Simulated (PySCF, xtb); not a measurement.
Ge(Cl)3(OSiH3) (Cl₃GeH₃OSi), SMILES [Cl][Ge]([O][SiH3])([Cl])[Cl].

GFN2-xTB in xtb 6.7.1 at its own geometry gives an orbital gap of 4.89 eV and a dipole moment of 1.43 D.

Geometry: PBE0-D3(BJ)/def2-SVP. Other conformers were not sampled.

Task: What does PBE/def2-TZVP (PySCF) give? (The exact figures need the calculation; the answer reports its results.)

Result: gap 4.94 eV (levels -7.80 and -2.86 eV), dipole 1.02 D.
